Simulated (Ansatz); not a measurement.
This geometry of C₂H₇B₂Cl (12 atoms, charge 0, multiplicity 1) is a first-order saddle point.

These are results of RKS PBE-D4/6-31G* (Ansatz 0.2.0), not measurements.

```xyz
12
Properties=species:S:1:pos:R:3
B -0.668 1.866 0.616
B -0.832 0.142 0.899
C -0.002 -0.976 0.180
C 0.795 -0.600 -1.058
Cl 1.893 -1.948 -1.612
H 0.057 2.326 -0.237
H -1.281 2.677 1.267
H -1.581 -0.263 1.761
H -0.588 -1.901 0.015
H 0.702 -1.271 1.000
H 0.138 -0.379 -1.913
H 1.442 0.271 -0.885
```

Problem. Which two structures does it join? (They come from a converged band through this point; their orientation in space is the band's.)

Solution. No bond is made or broken. The dihedral H7–B1–B2–C3 goes from 92 to -91°. The two ends are copies of one structure, up to a mirror image or an exchange of like atoms.

Image 0:

```xyz
12
Properties=species:S:1:pos:R:3
B -0.795 1.821 0.494
B -0.683 0.241 0.923
C 0.085 -0.966 0.255
C 0.852 -0.629 -1.014
Cl 1.710 -2.078 -1.713
H -0.037 2.666 0.916
H -1.688 2.243 -0.208
H -1.299 -0.051 1.934
H -0.650 -1.775 0.064
H 0.764 -1.395 1.019
H 0.185 -0.259 -1.808
H 1.632 0.126 -0.829
```

Image 8:

```xyz
12
Properties=species:S:1:pos:R:3
B -0.779 1.826 0.507
B -0.700 0.238 0.910
C 0.078 -0.966 0.249
C 0.843 -0.633 -1.022
Cl 1.738 -2.073 -1.692
H -1.646 2.274 -0.209
H -0.020 2.653 0.965
H -1.343 -0.063 1.901
H -0.635 -1.797 0.072
H 0.767 -1.366 1.023
H 0.170 -0.293 -1.825
H 1.604 0.144 -0.847
```

Problem. How far does it lie above each of them?

Solution. 0.62 eV above the first and 0.62 eV above the second. This is the barrier of this one path; another mechanism may lie lower.

Run time: 3 min on 2 threads of Intel(R) Xeon(R) Platinum 8488C (Sapphire Rapids) (shared host), peak memory 0.2 GiB.
